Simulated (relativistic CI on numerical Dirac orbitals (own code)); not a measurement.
**A ladder of approximations for the levels of Zr I**

Calculated with a relativistic CI code on KLI orbitals (one set per configuration, finite nucleus), adding one ingredient at a time: step 1, Dirac-Coulomb, each configuration alone; step 2, with Breit and QED terms; step 3, with configuration mixing; step 4, with scaled Slater integrals (0.85); step 5, with a P86 correlation estimate; step 6, tied to the ionisation limit. P86 is a density functional for the correlation energy, evaluated here for each configuration and added to its levels. Step 6 is semi-empirical: configurations made of the next ion and one excited electron move by 2842 cm⁻¹, so that their limit matches the tabulated ionisation energy, and those with a non-penetrating f or g electron also take the P86 value of the least penetrating other one.

CI space (outside the closed core [Kr]): 4d2.5s2, 4d3.5s, 4d2.5s.5p, 4d3.5p, 4d4, 4d.5s2.5p, 4d2.5s.5d, 4d2.5s.5f, 4d.5s2.6p, 4d3.5d, 4d.5s2.4f, 4d2.5s.6s, 4d3.4f, 4d2.5p2, 4d.5p3, 4d.5p2.6p, 5s2.5p2, 5s.5p3, 5s.5p2.5d, 5s.5p2.5f, 4d.5s.5p2, 4d.5p2.5d, 4d.5p2.5f, 5s.5p2.6p.

Computed minus measured energy above the ground level, in cm⁻¹, for 14 of the 40 excited levels that pair in every step (one J of a term; a digit in brackets numbers repeated terms):

```tsv
Configuration	Term	J	Measured	Step 1	Step 2	Step 3	Step 4	Step 5	Step 6
4d2.5s2	a 3F	3	570	-37	-67	-47	-53	-55	-54
4d2.5s2	a 3P	0	4197	4355	4340	843	285	-123	420
4d3.5s	a 5F	1	4871	-5315	-5445	1051	905	-540	2216
4d2.5s2	a 1G	4	8057	3375	3333	1877	608	371	696
4d3.5s	a 5P	1	10885	-3517	-3667	2262	1248	-145	2559
4d3.5s	b 3F	2	11641	1740	1609	3135	2132	863	3332
4d3.5s	a 3D	1	14123	384	225	3696	2207	884	3418
4d2.5s.5p	z 5G°	2	14784	-10542	-10579	-3449	-3315	-2269	313
4d2.5s.5p	z 5F°	1	16787	-9890	-9933	-3418	-3440	-2409	460
4d2.5s.5p	z 5D°	0	18976	-9589	-9635	-3050	-3520	-2526	-28
4d2.5s.5p	z 3G°	3	21849	-6137	-6201	-1274	-2263	-1323	1085
4d3.5p	y 5G°	5	26766	-8634	-8860	-1431	-1676	-1912	-1945
4d3.5p	y 5F°	4	29123	-8402	-8623	-636	-1466	-1604	-1486
4d3.5p	x 5D°	4	30384	-7730	-7968	-139	-1165	-1262	-1001
```

Mean absolute errors in cm⁻¹, over all paired levels and for the configurations:

```tsv
Configuration, levels	Step 1	Step 2	Step 3	Step 4	Step 5	Step 6
all, 40	6406	6479	2188	2085	1403	1247
4d2.5s2, 5	2433	2435	730	259	162	332
4d3.5s, 13	3216	3256	2209	1415	596	2687
4d2.5s.5p, 17	9438	9511	2990	3300	2304	314
4d3.5p, 5	8365	8599	865	1522	1675	1585
```

Measured levels: NIST Handbook of Basic Atomic Spectroscopic Data (Sansonetti and Martin, J. Phys. Chem. Ref. Data 34, 1559 (2005)).

The mean absolute error is lowest at step 6 (1247 cm⁻¹), and the largest single drop is from step 2 to 3 (6479 to 2188). Terms of the ground configuration are off by 2433 at first, 730 with mixing and 259 after scaling, which stands in for the correlation that narrows term splittings. The Breit and QED terms change the top of the ground term (measured 1241) from 1196 to 1131. Mixing lowers the ground level by 7383, with 4d2.5p2 as its largest admixture; relative to it the configurations that move most are 4d3.5p by +7734, 4d2.5s.5p by +6521, 4d3.5s by +4889. Configurations whose own partners of that kind are not in the list rise by much of that lowering, so a short list can trade one imbalance for another. The P86 estimate moves 4d3.5s by -1379, 4d2.5s.5p by +996, 4d3.5p by -154, and takes the mean absolute error of the excited configurations from 2346 to 1580. Step 6 takes that error from 1580 to 1377; the error more than halves for 4d2.5s.5p; it grows for 4d3.5s. The shift fits the limit, so it does little for low levels whose errors differ from those near the limit.
